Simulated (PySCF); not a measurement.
SMILES CS[SiH2]C(C)(C)C (C5H14SSi), GFN2-xTB optimised geometry.

```
21

C      2.86     0.76     1.51
S      1.07     0.89     1.77
Si     0.40    -0.11     0.00
C     -1.51    -0.11     0.00
C     -2.04     1.33     0.00
C     -2.00    -0.82    -1.25
C     -2.04    -0.83     1.24
H      3.14    -0.29     1.44
H      3.13     1.28     0.60
H      3.34     1.22     2.36
H      0.94     0.62    -1.15
H      0.94    -1.47     0.02
H     -3.13     1.33     0.00
H     -1.70     1.86     0.88
H     -1.70     1.87    -0.88
H     -1.65    -1.85    -1.28
H     -1.65    -0.32    -2.15
H     -3.09    -0.84    -1.28
H     -1.70    -1.87     1.25
H     -1.70    -0.34     2.15
H     -3.13    -0.83     1.24
```

Density from PySCF with PBE0/def2-SVP at that geometry.

Minimum of the electron density along straight lines between bonded atoms, close to the bond critical point (lines longer than 1.1 times the sum of covalent radii, or with two minima, are not listed):

```tsv
bond	length / Å	ρ at the minimum / e bohr⁻³	∇²ρ there / e bohr⁻⁵	position (fraction from the first atom)
C1–S2	1.816	0.177	[?]	0.46
S2–Si3	2.143	[?]	0.17	0.65
Si3–C4	1.906	0.115	0.29	0.38
C4–C5	1.529	0.241	-0.53	0.50
C4–C6	1.527	0.242	-0.54	0.50
C4–C7	1.529	0.241	-0.53	0.50
C1–H8	1.085	0.280	-1.06	0.64
C1–H9	1.085	0.280	-1.06	0.64
C1–H10	1.085	0.280	-1.06	0.64
Si3–H11	1.465	0.117	0.32	0.49
Si3–H12	1.465	0.117	0.32	0.49
C5–H13	1.090	0.274	-0.99	0.62
C5–H14	1.088	0.277	-1.02	0.63
C5–H15	1.088	0.276	-1.01	0.62
C6–H16	1.088	0.276	-1.01	0.62
C6–H17	1.088	0.276	-1.01	0.62
C6–H18	1.090	0.274	-0.99	0.62
C7–H19	1.088	0.276	-1.01	0.62
C7–H20	1.088	0.277	-1.02	0.63
C7–H21	1.090	0.274	-0.99	0.62
```

Task: Complete the blanks.

Result: 
- C1–S2, ∇²ρ there / e bohr⁻⁵: -0.31
- S2–Si3, ρ at the minimum / e bohr⁻³: 0.094
